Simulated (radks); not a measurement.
Pd2+, configuration [Ar] 3d10 4s1.5 4p6 4d8 5s0.5 (fractional occupations, a model configuration).

Method: scalar-relativistic Kohn-Sham, MS2 meta-GGA, spin-polarised, spherical densities, finite nucleus; open shells are filled with parallel spins first (spin-orbit coupling, left out, can overturn this in heavy ions); meta-GGA in the generalised Kohn-Sham scheme; Fermi nuclear charge, rms radius 4.5318 fm; computed with a radial shooting solver on a logarithmic mesh with Libxc functionals.

Energy parts (hartree):
| part | energy |
|---|---|
| total | -5042.97974 |
| kinetic | 5230.91418 |
| electron-nucleus | -12140.44596 |
| Hartree | 2009.28991 |
| exchange-correlation | -142.73787 |

Orbitals (lengths in bohr, moments of r in powers of bohr):
orbital  occ.  eigenvalue (hartree)      <r>     <r^2>
1s up       1             -890.2421  0.03184  0.001370
1s down     1             -890.2362  0.03184  0.001370
2s up       1             -131.1709   0.1382   0.02251
2s down     1             -131.1546   0.1382   0.02251
2p up       3             -117.5417   0.1206   0.01777
2p down     3             -117.5265   0.1206   0.01777
3s up       1             -24.72265   0.3781    0.1635
3s down     1             -24.71541   0.3781    0.1635
3p up       3             -20.20713   0.3781    0.1660
3p down     3             -20.19575   0.3781    0.1659
3d up       5             -13.10423   0.3577    0.1527
3d down     5             -13.08401   0.3576    0.1525
4s up       1              -4.29886   0.9404    0.9991
4s down   0.5              -4.18276   0.9402    0.9995
4p up       3              -2.99879    1.026     1.201
4p down     3              -2.88942    1.028     1.207
4d up       5              -1.13522    1.328     2.098
4d down     3              -1.04789    1.346     2.161
5s up     0.5              -0.78757    2.546     7.282
5s down     0              -0.73987    2.576     7.461

The highest occupied level is 5s up at -21.431 eV. The density falls to 0.001 e/bohr^3 at r = 3.56 bohr.
